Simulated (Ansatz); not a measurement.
Consider the ligand exchange at the Nb–O bond: `[NH]=[Nb]([OH])([OH])[F]` + dimethylamine → `C[N](C)[Nb](=[NH])([OH])[F]` + H₂O.

Gas-phase electronic energies from Ansatz, PBE0-D4/def2-TZVP geometries. CBS: MP2 limit from def2 TZ/QZ plus the TZ coupled-cluster correction, frozen cores. This one scheme is used for every species. Functionals use def2-TZVPP. HSE06 is defined as in plane-wave codes. Elements past krypton have def2 core potentials. For Nb outer-core shells are correlated without core-valence functions, which leaves a few kJ/mol of doubt a bond. Each species was taken in one conformer, which may not be the lowest.

Is it downhill or uphill in electronic energy at CCSD(T)/CBS, and by how much? (An estimate is asked.)

The calculation gave: Uphill: ΔE = +21.9 kJ/mol.

What do these levels give: LDA (SPW92), PBE0-D4, r2SCAN0-D4, HSE06-D4, ωB97M-V, B2PLYP, PBE-QIDH, revPBE, r2SCANh, BHLYP, SCS-MP2/def2-TZVPP, CCSD/def2-TZVPP? (An estimate is asked.)

Computed: LDA (SPW92) 30.5, PBE0-D4 33.8, r2SCAN0-D4 36.3, HSE06-D4 33.7, ωB97M-V 37.6, B2PLYP 35.7, PBE-QIDH 30.9, revPBE 43.4, r2SCANh 38.6, BHLYP 48.6, SCS-MP2/def2-TZVPP 23.6, CCSD/def2-TZVPP 29.9 kJ/mol.

Largest T1 diagnostic among the species: 0.021, so the coupled-cluster value is less sure than usual.

Leaving LDA and LC-ωPBE aside and taking each functional with its dispersion term where it has one, the values, not all of them listed here, spread over 10.4 kJ/mol, from PBE-QIDH to CAM-B3LYP-D4. LDA lies −8.8 kJ/mol from PBE without D4. At CCSD(T), def2-SVP lies +6.1 kJ/mol from the extrapolated value and def2-TZVPP +1.6 kJ/mol. The D4 term adds −10.8 kJ/mol with B3LYP and −6.6 kJ/mol with PBE0; it sums over pairs of atoms, weighted by their polarisabilities, and B3LYP, whose exchange is more repulsive, gets the larger term.

B3LYP here is the variant with VWN-RPA as its local correlation; programs differ in this.
